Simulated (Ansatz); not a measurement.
Ansatz results at the PBE0-D4/def2-TZVP geometry: HOMO–LUMO gap (ωB97M-V/def2-TZVPP) 12.65 eV; ideal-gas entropy at 298 K and 1 bar (rigid rotor, harmonic PBE0-D4/def2-TZVP) 375 J/(mol·K); HOMO energy (PBE/def2-TZVPP) -7.68 eV.

Q: Which molecule gave them?
A. `F[SiH]([SiH3])[SiH3]`
B. `N#C[Si](Cl)(C#N)C#N`
C. `N[SiH](Cl)O[SiH3]`
D. `F[Si](F)(Cl)[GeH3]`

A: D. The others give `N[SiH](Cl)O[SiH3]`: 12.20, 392, -6.56; `F[SiH]([SiH3])[SiH3]`: 10.68, 376, -6.81; `N#C[Si](Cl)(C#N)C#N`: 12.25, 391, -9.41.
